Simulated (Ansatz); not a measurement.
`C=C[SiH](Cl)Cl` and `C=C[SiH](Cl)N[SiH2]Cl` differ in one atom or group.

Ansatz, PBE0-D4/def2-TZVP geometries, multiplicity 1. Each molecule was computed in one conformer, which needn't be the lowest.

```csv
property,`C=C[SiH](Cl)Cl`
size of the dipole moment (B3LYP/def2-TZVPP) / D,2.19
HOMO–LUMO gap (PBE/def2-TZVPP) / eV,5.29
HOMO energy (PBE/def2-TZVPP) / eV,-7.36
HOMO–LUMO gap (B3LYP/def2-TZVPP) / eV,7.00
LUMO energy (PBE0/def2-TZVPP) / eV,-1.08
LUMO energy (B3LYP/def2-TZVPP) / eV,-1.27
```

**Question.** What does the change do to each property? (Estimate.)

**Answer.** Ansatz gave: 
| property | `C=C[SiH](Cl)N[SiH2]Cl` | shift |
| --- | --- | --- |
| size of the dipole moment (B3LYP/def2-TZVPP) / D | 0.40 | -1.79 |
| HOMO–LUMO gap (PBE/def2-TZVPP) / eV | 4.85 | -0.44 |
| HOMO energy (PBE/def2-TZVPP) / eV | -6.84 | 0.52 |
| HOMO–LUMO gap (B3LYP/def2-TZVPP) / eV | 6.74 | -0.26 |
| LUMO energy (PBE0/def2-TZVPP) / eV | -1.00 | 0.08 |
| LUMO energy (B3LYP/def2-TZVPP) / eV | -1.19 | 0.08 |

With PBE0 the HOMO rises by 0.36 eV and the LUMO rises by 0.08 eV, so the gap narrows by about 0.28 eV. PBE moves the HOMO by 0.52 eV and ωB97M-V by 0.33 eV. Dipoles are sizes alone; their direction can turn.

B3LYP here is the variant with VWN-RPA as its local correlation; programs differ in this.
